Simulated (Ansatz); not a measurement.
Geometry optimisation, Ansatz, RKS BHLYP-D4/def2-SVP.

input.yaml

```yaml
crystal:
  periodic: [false, false, false]
  atoms:
    - { symbol: Ga, position_ang: [0.0, 0.0, 0.0] }
    - { symbol: H, position_ang: [0.0, 0.0, 1.57] }
    - { symbol: Cl, position_ang: [1.9398, 0.0, -1.12] }
    - { symbol: Cl, position_ang: [-1.9398, 0.0, -1.12] }
basis:
  gaussian: { orbitals: def2-SVP }
hamiltonian:
  xc: { name: BHLYP }
  dispersion: d4
relax:
  f_tol: 0.02
  max_steps: 40
output:
  orbitals: {}
```

Launched with:

```bash
$ ansatz run input.yaml --threads 1 --pin off --max-ram 2048MiB --backend cpu --events-out ev --progress --plain --runs-dir out
```

Task: Where does it end, and by what steps?

Result: The run converged. After 3 steps the energy has fallen by 0.195 eV; Cl3 moved furthest, 0.14 Å.

```json
{"step": "0", "energy less start (eV)": "0.0000", "largest force component (eV/Å)": "1.401", "accepted": "yes"}
{"step": "1", "energy less start (eV)": "-0.1926", "largest force component (eV/Å)": "0.165", "accepted": "yes"}
{"step": "2", "energy less start (eV)": "-0.1949", "largest force component (eV/Å)": "0.025", "accepted": "yes"}
{"step": "3", "energy less start (eV)": "-0.1949", "largest force component (eV/Å)": "0.002", "accepted": "yes"}
```

```xyz
4
Properties=species:S:1:pos:R:3
Ga 0.000 0.000 0.019
H 0.000 0.000 1.559
Cl 1.804 0.000 -1.124
Cl -1.804 0.000 -1.124
```

Whether the end is a true minimum wasn't checked by a vibrational analysis.

Run time: 11 s on 1 thread of Arm Neoverse V2 (shared host), peak memory 0.15 GiB.
